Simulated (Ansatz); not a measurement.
Isolated molecules relaxed with PBE0-D4/def2-TZVP in Ansatz; ΔE leaves out vibrations. CCSD(T)/CBS adds triple-zeta CCSD(T) − MP2 to the extrapolated MP2 energy (def2 sets, frozen cores). This one scheme is used for every species. DFT in def2-TZVPP. B3LYP here is the variant with VWN-RPA as its local correlation; programs differ in this. For Br outer-core shells are correlated without core-valence functions, which leaves a few kJ/mol of doubt a bond. Scalar relativity is left out up to krypton. Each species was taken in one conformer, which may not be the lowest.

Consider the formal hydrolysis of the Al–Br bond: `[Br][Al]([Br])[Br]` + H₂O → `[OH][Al]([Br])[Br]` + HBr.

```
          level  ΔE (kcal/mol)  difference from CCSD(T)/CBS
       B3LYP-D4            4.0                         -2.0
       BHLYP-D4            5.0                         -1.0
        ωB97X-V            4.3                         -1.7
         B2PLYP            3.6                         -2.4
       PBE-QIDH            6.0                          0.0
         revPBE            5.2                         -0.8
        r2SCANh            4.7                         -1.3
        r2SCAN0            5.2                         -0.8
CCSD/def2-TZVPP            4.0                         -2.0
   HF/CBS(def2)            4.3                         -1.7
    CCSD(T)/CBS            6.0                            0
```

Largest T1 diagnostic among the species: 0.008.

From BLYP to BHLYP (50 % exact exchange), in def2-TZVPP and without D4, ΔE moves by +1.5 kcal/mol. Leaving LDA and LC-ωPBE aside and taking each functional with its dispersion term where it has one, the values, not all of them listed here, spread over 3.8 kcal/mol, from CAM-B3LYP-D4 to HSE06-D4. LDA lies −1.1 kcal/mol from PBE without D4. At CCSD(T), def2-SVP lies −2.7 kcal/mol from the extrapolated value and def2-TZVPP −1.8 kcal/mol.
